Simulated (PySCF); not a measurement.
Start geometry of bromofluoroacetonitrile, `N#C[C@H](F)Br` from GFN2-xTB (Å):
```
atom  x, y, z in Å
N1     2.1656    0.3257   -0.0601
C2     1.0306    0.0867   -0.0081
C3    -0.3987   -0.2125    0.0604
F4    -0.7214   -1.1051   -0.8686
Br5   -1.3893    1.4622   -0.2258
H6    -0.6627   -0.5871    1.0576
```

Q: What comes out of this run: PySCF 2.14.0, PBE0-D3(BJ)/def2-SVP geometry optimisation, gas phase?

A: 
```
atom  x, y, z in Å
N1     0.2988    2.0870   -0.5805
C2     0.1874    0.9744   -0.2868
C3     0.0869   -0.4399    0.0719
F4     0.1617   -1.2132   -1.0232
Br5   -1.5868   -0.7490    1.0075
H6     0.8851   -0.7121    0.7782
```

The energy falls by 1.3 kJ/mol over 7 energy and gradient evaluations, the largest force component goes from 0.0136 to 3.1e-04 Eh/bohr, and the atoms move by 0.021 Å rms after alignment. The bond that changes most is C3–Br5 (sp3 C–F carbon to alkyl bromine), which shortens by 0.024 Å. Bonds longer at the end by more than 0.005 Å: 1 of 5; shorter: 1. Rotational constants go from 5601, 2087, 1580 to 5655, 2080, 1577 MHz. The orientation of the end geometry is arbitrary; only internal coordinates are fixed.

The run used 93 basis functions and 55 SCF cycles in all.

PBE0-D3(BJ)/def2-SVP frequencies: not computed here.
